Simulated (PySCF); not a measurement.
**Calculated properties of `C#C[Si@H](C#CC)O[SiH2]P`**

Species: C5H9OPSi2.
Atom-mapped SMILES: `[CH:1]#[C:2][Si@H:3]([C:4]#[C:5][CH3:6])[O:7][SiH2:8][PH2:9]` (hydrogens: H10 on C1; H11 on Si3; H12, H13, H14 on C6; H15, H16 on Si8; H17, H18 on P9)

Geometry (PBE0-D3(BJ)/def2-SVP, Å), atoms numbered from 1 in this order:
```
atom  x, y, z in Å
C1    -0.476    3.774    0.197
C2    -0.336    2.750   -0.444
Si3   -0.106    1.211   -1.416
C4    -1.194   -0.081   -0.735
C5    -1.811   -1.009   -0.239
C6    -2.526   -2.120    0.353
O7     1.465    0.705   -1.283
Si8    2.489    0.010   -0.172
P9     1.487   -1.742    0.858
H10   -0.600    4.682    0.762
H11   -0.384    1.473   -2.847
H12   -1.832   -2.954    0.550
H13   -3.320   -2.483   -0.318
H14   -2.990   -1.828    1.307
H15    2.942    1.052    0.797
H16    3.668   -0.531   -0.907
H17    0.858   -0.935    1.854
H18    2.656   -1.969    1.655
```

Structural features include: alkyne, Si–H bond, siloxane link and C–Si bond.

PBE0-D3(BJ)/def2-SVP geometry optimisation, gas phase (PySCF):

```yaml
Point_group: C1
Rotational_constants_A_B_C: 0.948, 0.789, 0.507 GHz
```

CAM-B3LYP/def2-SVPD ground state and vertical TDDFT (core frozen in the response) (PySCF):

```yaml
Dipole_moment: 2.01 D
HOMO_energy: -8.63 eV
LUMO_energy: 0.25 eV
HOMO–LUMO_gap: 8.88 eV
Lowest_singlet_excitation: 5.65 eV (219 nm, f = 0.001)
Static_isotropic_polarisability: 135.6 au
Electronic_spatial_extent_⟨r²⟩_about_the_centre_of_nuclear_charge: 2311 bohr²
```

Monoisotopic mass from the formula: 171.9930 u.

The principal polarisabilities are 114.3, 128.0 and 164.5 au; their mean is the isotropic value. The dipole equals about 6.7 × 10⁻³⁰ C·m (1 D = 3.33564 × 10⁻³⁰ C·m). The rotational constants make it an asymmetric top with κ = (2B − A − C)/(A − C) = 0.28, nearer the oblate limit (+1). The largest Löwdin shares of the HOMO are 0.56 on P9, 0.13 on Si8, 0.05 on H18 and 0.05 on H15. No computed singlet falls in the visible range (750 to 380 nm, 1.65 to 3.26 eV); S1 lies 2.39 eV above its blue end. The polarisability is 20.10 Å³ as a volume (1 au = 0.148185 Å³), or 1.51 au for each of the 90 electrons.

For the geometry optimisation (PBE0-D3(BJ)/def2-SVP), cost: about 9 min of CPU time on one thread; the machine was shared, so the figure is rough.

One conformer stands for the species.
